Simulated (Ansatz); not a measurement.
Ansatz (a first-principles code) input (B3LYP-D3(BJ)/def2-TZVP):

Ansatz 0.2 input:
```yaml
crystal:
  periodic: [false, false, false]
  atoms:
    - {symbol: Si, position_ang: [-0.07366126, -0.02420259, 0.68657239]}
    - {symbol: F, position_ang: [-0.66792791, 1.24580371, -0.26578121]}
    - {symbol: F, position_ang: [1.44310284, -0.02836936, -0.07066703]}
    - {symbol: F, position_ang: [-0.70540567, -1.22534030, -0.32725628]}
basis:
  gaussian:
    orbitals: def2-TZVP
hamiltonian:
  xc: b3lyp
  dispersion: d3bj
total_charge: -1
relax: {f_tol: 0.002, max_steps: 150}
```

End of the output:

```
0.46 GiB of device memory are held for the factors and their scratch space
mean field: 0.38 GiB planned
mean field -16038.79337973 eV, -589.4147852206 hartree, gradient 2.1e-5 eV, S^2 0.000000; 0 other end points of the search recorded, 0 dependent functions left out
the calculation of the forces begins
reference -16038.79356805 eV, -589.4147921411 hartree; 21, 21 occupied and 109, 109 virtual orbitals, 729 factors
relax step   5: F+E_penalty+E_count = -16038.88024657 eV  Δ(F+E_penalty+E_count) = -3.086e-7 eV  max|allowed force component| = 3.558e-3 eV/Å  Δτ_max = 0.0003 Å  (17 SCF iters, accepted)
these checks for a lower state are left out or cut short: starts, cluster_reference, orbital_swaps, neighbouring_geometries, increment
integrals: 0.04 GiB planned
729 factors; their error is unknown
0.18 GiB of the device are held for the grids
0.46 GiB of device memory are held for the factors and their scratch space
mean field: 0.38 GiB planned
mean field -16038.79337921 eV, -589.4147852013 hartree, gradient 1.4e-5 eV, S^2 0.000000; 0 other end points of the search recorded, 0 dependent functions left out
the calculation of the forces begins
reference -16038.79356752 eV, -589.4147921217 hartree; 21, 21 occupied and 109, 109 virtual orbitals, 729 factors
relax step   6: F+E_penalty+E_count = -16038.88024690 eV  Δ(F+E_penalty+E_count) = -3.243e-7 eV  max|allowed force component| = 1.345e-5 eV/Å  Δτ_max = 0.0001 Å  (17 SCF iters, accepted)
integrals: 0.04 GiB planned
729 factors; their error is unknown
0.18 GiB of the device are held for the grids
0.46 GiB of device memory are held for the factors and their scratch space
mean field: 0.38 GiB planned
mean field -16038.79337921 eV, -589.4147852013 hartree, gradient 1.7e-5 eV, S^2 0.000000; 1 other end points of the search recorded, 0 dependent functions left out
the calculation of the forces begins
reference -16038.79356752 eV, -589.4147921217 hartree; 21, 21 occupied and 109, 109 virtual orbitals, 729 factors
Total energy: -16038.88043521 eV, -589.4179844504 hartree
Atom 0 at    -0.068826    -0.022892     0.642753 Å, force     0.000007     0.000013     0.000004 eV/Å
Atom 1 at    -0.679962     1.265066    -0.251760 Å, force    -0.000008    -0.000002     0.000002 eV/Å
Atom 2 at     1.463305    -0.028975    -0.053681 Å, force     0.000001    -0.000008     0.000002 eV/Å
Atom 3 at    -0.718409    -1.245308    -0.314443 Å, force    -0.000000    -0.000003    -0.000007 eV/Å
Dipole moment:     0.015302     0.003358    -0.143693 e Å
```

It need not be the lowest isomer of its formula. Whether it binds its extra electron was not tested at this geometry.
